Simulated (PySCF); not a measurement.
Compound: SeO2F2.
InChI=1S/F2O2Se/c1-5(2,3)4

Computed, not measured: PBE0-D3(BJ)/def2-SVP geometry optimisation, gas phase in PySCF.

Take the most abundant isotopes and a rigid rotor. 

(1) Give the principal moments of inertia and the rotational constants in GHz.

(2) What kind of rotor is it?

(3) Is it planar, by Δ = Ic − Ia − Ib?

(4) Give the other two planar moments, Paa and Pbb, and the rms extents of the mass along the axes.

(5) List the rotational levels J(Ka,Kc) to J = 5 (cm⁻¹).

(6) Which lines would a microwave search look for?

Answers

(1) Ia = 122.75, Ib = 123.88, Ic = 128.53 u·Å²; 505379 MHz·u·Å²/I gives 4117, 4079 and 3932 MHz, that is A = 4.1170, B = 4.0794, C = 3.9321 GHz.

(2) An asymmetric top; Ray's κ = 0.594.

(3) Not planar: Δ = Ic − Ia − Ib = -118.11 u·Å². For a rigid frame Δ = −2 Σ m c², so Σ m c² = 59.06 u·Å² lies off the ab plane. The atom farthest from that plane is 1.25 Å away.

(4) Paa = Σ m a² = (Ib + Ic − Ia)/2 = 64.83 and Pbb = Σ m b² = (Ia + Ic − Ib)/2 = 63.70 u·Å². With the mass M = 149.90 u, the rms extents √(P/M) along a, b and c are 0.66, 0.65, 0.63 Å.

(5) Above 0(0,0):
J = 1: 1(0,1) 0.2672, 1(1,1) 0.2685, 1(1,0) 0.2734
J = 2: 2(0,2) 0.7978, 2(1,2) 0.7981, 2(1,1) 0.8128, 2(2,1) 0.8165, 2(2,0) 0.8204
J = 3: 3(0,3) 1.5904, 3(1,3) 1.5904, 3(1,2) 1.6172, 3(2,2) 1.6183, 3(2,1) 1.6313, 3(3,1) 1.6388, 3(3,0) 1.6414
J = 4: 4(0,4) 2.6452, 4(1,4) 2.6452, 4(1,3) 2.6835, 4(2,3) 2.6837, 4(2,2) 2.7092, 4(3,2) 2.7120, 4(3,1) 2.7229, 4(4,1) 2.7352, 4(4,0) 2.7369
J = 5: 5(0,5) 3.9624, 5(1,5) 3.9624, 5(1,4) 4.0118, 5(2,4) 4.0118, 5(2,3) 4.0496, 5(3,3) 4.0502, 5(3,2) 4.0736, 5(4,2) 4.0795, 5(4,1) 4.0879, 5(5,1) 4.1061, 5(5,0) 4.1070
The levels of one J sum to (2J + 1)J(J + 1)(A + B + C)/3.

(6) The dipole components are |μa| = 0.44 D, |μb| = 0.00 D, |μc| = 0.00 D; the symmetry axis of this C2v structure is a, so μb and μc vanish by symmetry and there are no b-type or c-type lines. Some lines, for components of 0.1 D or more:

| type | branch | J(Ka,Kc) | MHz | lower level (cm⁻¹) |
| --- | --- | --- | --- | --- |
| a | Q | 2(1,1) ← 2(1,2) | 442 | 0.798 |
| a | Q | 5(3,2) ← 5(3,3) | 701 | 4.050 |
| a | Q | 4(2,2) ← 4(2,3) | 765 | 2.684 |
| a | Q | 3(1,2) ← 3(1,3) | 804 | 1.590 |
| a | Q | 5(2,3) ← 5(2,4) | 1133 | 4.012 |
| a | Q | 4(1,3) ← 4(1,4) | 1148 | 2.645 |
| a | R | 2(0,2) ← 1(0,1) | 15907 | 0.267 |
| a | R | 2(1,1) ← 1(1,0) | 16170 | 0.273 |
| a | R | 3(1,3) ← 2(1,2) | 23755 | 0.798 |
| a | R | 3(0,3) ← 2(0,2) | 23761 | 0.798 |
| a | R | 3(2,2) ← 2(2,1) | 24035 | 0.817 |
| a | R | 3(1,2) ← 2(1,1) | 24117 | 0.813 |
| a | R | 4(0,4) ← 3(0,3) | 31622 | 1.590 |
| a | R | 4(3,2) ← 3(3,1) | 32176 | 1.639 |
| a | R | 4(2,2) ← 3(2,1) | 32316 | 1.631 |
| a | R | 5(0,5) ← 4(0,4) | 39486 | 2.645 |
| a | R | 5(2,3) ← 4(2,2) | 40184 | 2.709 |
| a | R | 5(3,2) ← 4(3,1) | 40493 | 2.723 |

No frequency check. Constants of a rigid frame at the computed geometry: no zero-point averaging, no centrifugal distortion.

On one thread, x86-64 server (shared host), this took 24 s of wall time. These figures are those of the optimisation.
